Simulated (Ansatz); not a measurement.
```xyz
8

Na   -1.3100   -1.3100   -1.3100
Cl   -1.3100   -1.3100    1.3100
Cl   -1.3100    1.3100   -1.3100
Na   -1.3100    1.3100    1.3100
Cl    1.3100   -1.3100   -1.3100
Na    1.3100   -1.3100    1.3100
Na    1.3100    1.3100   -1.3100
Cl    1.3100    1.3100    1.3100
```

RHF-MP2 on singlet Na4Cl4 was run in several spherical basis sets with Ansatz (development build ahead of 0.2.0). Frozen core: 24 orbitals.

Problem. Rank the basis sets by the total energy that they give, lowest first, with the distance from the lowest.
A. def2-SVP
B. cc-pVDZ
C. 6-31G(d)

Solution. B (0.00 eV), C (4.55 eV), A (22.77 eV).

Totals follow the description of the cores as much as that of the bonds, so this order isn't one of quality for chemistry.
